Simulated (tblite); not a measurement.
Isomers of C5H11NOSi2. Method: GFN2-xTB as coded in tblite; computed harmonic values from a numerical Hessian at the method's own geometry, unscaled. This tight-binding method is rough: wavenumbers can miss measured ones by several per cent, in bad cases by 10 to 20. Modes of hydrogen on silicon can be 10 to 20 % off. One conformer each.

Electronic energies: GFN2-xTB at the same geometries; isomer energies are rough at this level and their order can be wrong.

| SMILES | electronic energy, lowest = 0 (kcal/mol) |
| --- | --- |
| C=C[Si@](N)(C#CC)[SiH2]O | 60.1 |
| C=C[SiH2]C[C@@H](C#N)O[SiH3] | 46.5 |
| C=NC1=C(CCO)[SiH2][SiH2]1 | 84.0 |
| C=CC[C@H](C#N)O[SiH2][SiH3] | 45.5 |
| N#C[SiH2]CC(=O)CC[SiH3] | 62.2 |
| C#CC[C@@H]1C[SiH2]O[Si@H]1N | 0.0 |
| CC(=O)N[Si@H]1C=CC[SiH2]1 | 30.1 |

Question: How do GFN2-xTB zero-point energies change the relative energies?

Answer: 
```json
{"SMILES": "C#CC[C@@H]1C[SiH2]O[Si@H]1N", "ZPE (kcal/mol)": "92.0", "of it from modes above 1550 cm⁻¹": "48.9", "electronic (kcal/mol)": "0.0", "with ZPE, lowest = 0 (kcal/mol)": "0.0", "lowest mode (cm⁻¹)": "56", "rings": "1"}
{"SMILES": "CC(=O)N[Si@H]1C=CC[SiH2]1", "ZPE (kcal/mol)": "91.9", "of it from modes above 1550 cm⁻¹": "49.3", "electronic (kcal/mol)": "30.1", "with ZPE, lowest = 0 (kcal/mol)": "29.9", "lowest mode (cm⁻¹)": "45", "rings": "1"}
{"SMILES": "C=CC[C@H](C#N)O[SiH2][SiH3]", "ZPE (kcal/mol)": "87.6", "of it from modes above 1550 cm⁻¹": "47.5", "electronic (kcal/mol)": "45.5", "with ZPE, lowest = 0 (kcal/mol)": "41.1", "lowest mode (cm⁻¹)": "8", "rings": "0"}
{"SMILES": "C=C[SiH2]C[C@@H](C#N)O[SiH3]", "ZPE (kcal/mol)": "87.5", "of it from modes above 1550 cm⁻¹": "47.7", "electronic (kcal/mol)": "46.5", "with ZPE, lowest = 0 (kcal/mol)": "42.0", "lowest mode (cm⁻¹)": "9", "rings": "0"}
{"SMILES": "C=C[Si@](N)(C#CC)[SiH2]O", "ZPE (kcal/mol)": "90.3", "of it from modes above 1550 cm⁻¹": "53.2", "electronic (kcal/mol)": "60.1", "with ZPE, lowest = 0 (kcal/mol)": "58.4", "lowest mode (cm⁻¹)": "14", "rings": "0"}
{"SMILES": "N#C[SiH2]CC(=O)CC[SiH3]", "ZPE (kcal/mol)": "88.3", "of it from modes above 1550 cm⁻¹": "47.5", "electronic (kcal/mol)": "62.2", "with ZPE, lowest = 0 (kcal/mol)": "58.4", "lowest mode (cm⁻¹)": "28", "rings": "0"}
{"SMILES": "C=NC1=C(CCO)[SiH2][SiH2]1", "ZPE (kcal/mol)": "89.4", "of it from modes above 1550 cm⁻¹": "47.5", "electronic (kcal/mol)": "84.0", "with ZPE, lowest = 0 (kcal/mol)": "81.3", "lowest mode (cm⁻¹)": "59", "rings": "1"}
```

The zero-point energies span 4.5 kcal/mol, from `C=C[SiH2]C[C@@H](C#N)O[SiH3]` to `C#CC[C@@H]1C[SiH2]O[Si@H]1N`. The order is unchanged, ties at the printed digit aside.

Question: What do entropy and thermal enthalpy add at 298.15 K and 1 bar (rigid rotor, harmonic oscillator, one conformer each)?

Answer: 
| SMILES | point group | symmetry number | S (cal/(mol K)) | H − H(0) (kcal/mol) | ZPE + H − H(0) − TS (kcal/mol) |
| --- | --- | --- | --- | --- | --- |
| C#CC[C@@H]1C[SiH2]O[Si@H]1N | C1 | 1 | 106.9 | 8.14 | 68.3 |
| CC(=O)N[Si@H]1C=CC[SiH2]1 | C1 | 1 | 108.9 | 8.14 | 67.5 |
| N#C[SiH2]CC(=O)CC[SiH3] | C1 | 1 | 112.7 | 8.47 | 63.2 |
| C=NC1=C(CCO)[SiH2][SiH2]1 | C1 | 1 | 107.0 | 8.21 | 65.7 |

Not tabulated: `C=CC[C@H](C#N)O[SiH2][SiH3]` (lowest mode only 8 cm⁻¹); `C=C[SiH2]C[C@@H](C#N)O[SiH3]` (lowest mode only 9 cm⁻¹); `C=C[Si@](N)(C#CC)[SiH2]O` (lowest mode only 14 cm⁻¹).
